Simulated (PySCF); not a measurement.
B3LYP has the VWN-RPA correlation part, as in Gaussian. Excitations are Tamm–Dancoff values on a coarser integration grid. The basis has no diffuse functions, so Rydberg states are missing or too high.

## (4,2) boron nitride tube piece `B1NB2NB3NBN2BN1B1NBN2BN3BNB2N1` (charge 0, multiplicity 1)

Computed with B3LYP-D3(BJ)/def2-SVP // PBE-D3(BJ)/def2-SVP in PySCF.

```json
{
  "HOMO": "-6.58 eV",
  "dipole_moment": "2.82 D",
  "LUMO": "-0.49 eV",
  "HOMO–LUMO gap": "6.09 eV",
  "S1 excitation (TDA)": "5.21 eV",
  "S1 oscillator strength": "0.020",
  "brightest of the four lowest singlets (TDA)": "5.67 eV",
  "T1 excitation (TDA)": "5.01 eV",
  "S1–T1 gap (TDA)": "0.20 eV",
  "vertical ionisation energy (Delta-SCF)": "8.16 eV",
  "total_energy": "-803.6200 Ha",
  "cost": "roughly 40 core-minutes"
}
```

Bonded distances (Å): B1–N2 1.426, B1–N10 1.468, B1–H21 1.221, N2–B3 1.460, N2–H22 1.021, B3–N4 1.438, B3–N8 1.465, N4–B5 1.466, N4–H23 1.024, B5–N6 1.464, B5–N16 1.459, N6–B7 1.428, N6–H24 1.021, B7–N8 1.465, B7–H25 1.214, N8–B9 1.442, B9–N10 1.484, B9–H26 1.216, N10–B11 1.459, B11–N12 1.464, B11–N20 1.466, N12–B13 1.428, N12–H27 1.021, B13–N14 1.465, B13–H28 1.214, N14–B15 1.442, N14–B19 1.465, B15–N16 1.484, B15–H29 1.216, N16–B17 1.468, B17–N18 1.426, B17–H30 1.221, N18–B19 1.460, N18–H31 1.021, B19–N20 1.438, N20–H32 1.024. Bond angles (°): N2–B1–N10 119.2, N2–B1–H21 119.8, N10–B1–H21 120.8, B1–N2–B3 116.1, B1–N2–H22 118.0, B3–N2–H22 121.0, N2–B3–N4 123.5, N2–B3–N8 116.0, N4–B3–N8 119.5, B3–N4–B5 113.5, B3–N4–H23 115.7, B5–N4–H23 116.9, N4–B5–N6 113.9, N4–B5–N16 121.1, N6–B5–N16 122.3, B5–N6–B7 119.0, B5–N6–H24 119.7, B7–N6–H24 117.8, N6–B7–N8 116.9, N6–B7–H25 121.3, N8–B7–H25 121.5, B3–N8–B7 118.7, B3–N8–B9 117.1, B7–N8–B9 116.5, N8–B9–N10 117.8, N8–B9–H26 120.4, N10–B9–H26 121.5, B1–N10–B9 115.4, B1–N10–B11 114.0, B9–N10–B11 103.6, N10–B11–N12 122.3, N10–B11–N20 121.1, N12–B11–N20 113.9, B11–N12–B13 119.0, B11–N12–H27 119.7, B13–N12–H27 117.8, N12–B13–N14 116.9, N12–B13–H28 121.3, N14–B13–H28 121.5, B13–N14–B15 116.5, B13–N14–B19 118.7, B15–N14–B19 117.1, N14–B15–N16 117.8, N14–B15–H29 120.4, N16–B15–H29 121.5, B5–N16–B15 103.6, B5–N16–B17 114.0, B15–N16–B17 115.4, N16–B17–N18 119.2, N16–B17–H30 120.8, N18–B17–H30 119.8, B17–N18–B19 116.1, B17–N18–H31 118.0, B19–N18–H31 121.0, N14–B19–N18 116.0, N14–B19–N20 119.5, N18–B19–N20 123.5, B11–N20–B19 113.5, B11–N20–H32 116.9, B19–N20–H32 115.7.
Charge 0, spin multiplicity 1.
